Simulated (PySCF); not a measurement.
These compounds are isomers of formula C₈H₆N₂.

A. SMILES C=C1C(C#N)=C1[C@@H](C)C#N
B. `C#Cc1ccnnc1C=C`
C. SMILES C=Nc1cccc(C#N)c1

Spectrum 1. $^{13}$C{$^{1}$H} NMR (computed): δ 157.9 (C), 156.5 (CH2), 136.0 (CH), 135.7 (CH), 134.3 (CH), 124.4 (C), 124.0 (CH), 118.4 (C).

Spectrum 2. $^{13}$C{$^{1}$H} NMR (computed): δ 160.2 (C), 123.7 (C), 123.0 (C), 119.3 (C), 112.9 (C), 74.3 (CH2), 25.5 (CH), 18.2 (CH3).

Spectrum 3. $^{13}$C{$^{1}$H} NMR (computed): δ 160.1 (C), 152.4 (CH), 138.1 (CH), 134.3 (CH), 133.1 (CH2), 121.9 (C), 100.1 (CH), 84.2 (C).

[PySCF: GIAO PBE0/pcSseg-1 shieldings; GFN2-xTB structure; no solvent; relativity neglected; one averaged value for each set of equivalent atoms; a single conformation]

References, each an isolated molecule treated in the same way: $^{13}$C (σ = 186.93 ppm) vs TMS. Shifts are as computed. Against solution values, carbons near 30 ppm lie about +3 ppm off and those near 130 ppm about +5 ppm. Of 1211 compounds with measured shifts, 218 miss one by over three times the rms of a fit or turn the order of signals round; such compounds aren't used in these exercises.

Task: Which spectrum belongs to which compound?

Result: 1–C, 2–A, 3–B.

- Spectrum 1 (C): 8 $^{13}$C signals; δC 157.9 is an aromatic carbon bearing nitrogen; δC 136.0 is an aromatic CH.
- Spectrum 2 (A): 8 $^{13}$C signals; δC 160.2 is a fully substituted alkene carbon; δC 123.7 is a fully substituted alkene carbon.
- Spectrum 3 (B): 8 $^{13}$C signals; δC 152.4 is an aromatic CH next to a ring nitrogen; δC 138.1 is an alkene CH.
